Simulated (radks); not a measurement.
Question: As XXII, configuration [Ne] 3s2. Calculated with a radial shooting solver on a logarithmic mesh with Libxc functionals: Dirac Kohn-Sham, PBE, spin-unpolarised, spherical densities, point nucleus. Some entries of the table are withheld. Estimate them.

orbital  occ.  eigenvalue (hartree)  r(max) (bohr)  <r> (bohr)
1s1/2       2             -464.0331        0.02973     0.04548
2s1/2       2                   (1)         0.1690      0.1994
2p1/2       2                   (2)            (3)      0.1715
2p3/2       4                   (4)            (5)      0.1750
3s1/2       2                   (6)         0.4687      0.4978

Answer: 
(1) 2s1/2 eigenvalue (hartree): -86.55795
(2) 2p1/2 eigenvalue (hartree): -81.07300
(3) 2p1/2 r(max) (bohr): 0.1331
(4) 2p3/2 eigenvalue (hartree): -79.68568
(5) 2p3/2 r(max) (bohr): 0.1361
(6) 3s1/2 eigenvalue (hartree): -32.75875
